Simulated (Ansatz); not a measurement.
Ideal-gas functions of C$_{3}$H$_{4}$Al (`C#[C][Al][CH3]`) radical at 400 K and 1 bar, from an Ansatz frequency run at PBE0-D4/def2-TZVP.

Molar mass 67.05 g/mol, point group Cs (symmetry number 1), electronic degeneracy 2, moments of inertia 23.607, 175.017, 195.488 u Å². Harmonic wavenumbers (cm⁻¹, unscaled): 69, 110, 179, 277, 530, 549, 642, 699, 705, 747, 1190, 1426, 1439, 2101, 3033, 3110, 3149, 3455.

Use S(trans) = R[1.5 ln M + 2.5 ln T − 1.1517]; rotational temperatures θ = 24.2544 K / I; S(rot) = R[ln(√π/σ · √(T³/θAθBθC)) + 1.5]; for each mode x = 1.438777 ν̃/T, S = R[x/(eˣ − 1) − ln(1 − e⁻ˣ)] and H = RT x/(eˣ − 1); 1 cm⁻¹ = 0.0119627 kJ/mol; R = 8.31446 J/(mol·K).

Question: By hand: the entropy, in J/(mol·K).

Answer: Translation 167.4. Rotation: θ = 1.0274, 0.1386, 0.1241 K, giving 108.7. Vibration, mode by mode: 19.92, 16.08, 12.12, 8.68, 4.10, 3.89, 2.99, 2.54, 2.50, 2.22, 0.62, 0.30, 0.29, 0.04, 0.00, 0.00, 0.00, 0.00, in all 76.3. Electronic 5.8. Sum 358.2 J/(mol·K).

Question: By hand: H − E and G − E in kJ/mol, counted from the electronic energy.

Answer: Zero-point energy ½ × 23410 × 0.0119627 = 140.0; thermal vibration 15.5; translation, rotation and pV give 4 RT = 13.3. H − E = 168.8 kJ/mol, and G − E = 168.8 − 400 × 358.2/1000 = 25.5 kJ/mol.

Vibration gives 21 % of the entropy, 36.0 J/(mol·K) of it from the modes under 150 cm⁻¹: soft modes count most, and the harmonic formula is weakest for them.
